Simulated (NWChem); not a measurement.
System: SnI₂F₂; SMILES [F][Sn]([F])([I])[I]

```xyz
5

F      0.0000     1.5041    -1.9257
Sn     0.0000     0.0000    -0.7284
F      0.0000    -1.5041    -1.9257
I      2.2492     0.0000     0.6662
I     -2.2492     0.0000     0.6662
```
Atoms are numbered in this order, from 1.

Level: PBE0/def2-SVP with def2 effective core potentials on Sn, I (NWChem), optimised geometry, unscaled harmonic frequencies. def2 effective core potentials on Sn, I; no spin-orbit coupling.

### Question
List the harmonic frequencies with IR intensities, and the thermochemistry.

### Answer
| frequency (cm⁻¹) | IR intensity (km/mol) |
|---|---|
| 52 | 0.1 |
| 103 | 5.9 |
| 107 | 0.0 |
| 147 | 26.6 |
| 163 | 7.6 |
| 203 | 19.1 |
| 251 | 73.7 |
| 647 | 66.5 |
| 659 | 53.2 |

zero-point energy: 3.3 kcal/mol
thermal correction to the enthalpy at 298.15 K (with zero-point energy): 8.7 kcal/mol
heat capacity Cv: 21.1 cal/(mol K)
entropy at 298.15 K and 1 atm (symmetry number 2): 95.8 cal/(mol K)

Rigid rotor and harmonic oscillator; modes under 100 cm⁻¹ make the entropy uncertain.
